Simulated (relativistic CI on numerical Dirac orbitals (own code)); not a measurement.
## Mn4+ (3d3) in a crystal field

Calculated by Dirac-Coulomb-Breit CI, KLI orbitals optimised for each configuration, QED by a radiative potential, one configuration in a parametric crystal field, unscaled Slater integrals (own radial code). With so little scaling, terms lie 10 to 35 % too far apart, which can change the order of excited levels.

Field parameters in Wybourne normalisation: Oh B⁴₀ = 21Dq, B⁴₄ = √(5/14) B⁴₀. The field is a parameter set, without covalency.

S is read from ⟨S²⟩ = S(S + 1).

Levels (cm⁻¹, degeneracy): 0 (4), 24571 (4), 25762 (4), 25896 (2), 32845 (2), 32931 (4), 33123 (2), 33126 (4), 37446 (4), 37650 (2), 46224 (4), 46227 (2).

(1) Which field gives this pattern?
A. Oh, 10Dq = 25000 cm⁻¹
B. Oh, 10Dq = 41000 cm⁻¹
C. Oh, 10Dq = 33000 cm⁻¹
D. Oh, 10Dq = 13000 cm⁻¹

Results:

(1) C. Oh, 10Dq = 33000 cm⁻¹, ground level with S = 1.50.
